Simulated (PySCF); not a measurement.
Si(Cl)2(F)(OSiH3) (Cl₂FH₃OSi₂), SMILES F[Si](Cl)(Cl)O[SiH3]. Atoms are numbered in the order given.

```xyz
9

F      1.4747    -0.5906     1.3777
Si     0.5040     0.0802     0.2697
Cl     0.9003    -0.8059    -1.5419
Cl     0.9209     2.0802     0.1929
O     -1.0546    -0.1647     0.6975
Si    -2.4499    -0.9136     0.0974
H     -2.2164    -2.3904    -0.0336
H     -2.7984    -0.3301    -1.2411
H     -3.5393    -0.6415     1.0873
```
Charge 0, spin multiplicity 1.

Geometry optimised at PBE-D3(BJ)/def2-SVP. The structure was generated by enumeration, and PubChem lists no compound with its InChIKey, so it may never have been made. Other conformers were not sampled.

Two levels are set side by side: PBE/pcSseg-1 (PySCF) and B3LYP/pcSseg-1 (PySCF). GIAO shifts against CFCl3 (¹⁹F), H2O (¹⁷O), HCl (³⁵Cl), TMS (²⁹Si), TMS (¹H) at the same level; non-relativistic, no solvent, atoms listed together averaged. Without spin–orbit terms, shifts of atoms bonded to Cl or Br come out too high at both levels. Differences are taken from unrounded values.

```tsv
quantity	B3LYP	PBE	PBE minus B3LYP
δ(¹⁹F) of F1 (ppm)	-108.9	-117.1	-8.1
δ(²⁹Si) of Si2 (ppm)	-42.3	-39.6	2.7
δ(¹⁷O) of O5 (ppm)	81.2	89.6	8.5
δ(²⁹Si) of Si6 (ppm)	-33.3	-28.0	5.3
```

Rough cost on one machine, each run with all the roots and properties that it gave: B3LYP against PBE within a factor of 2.
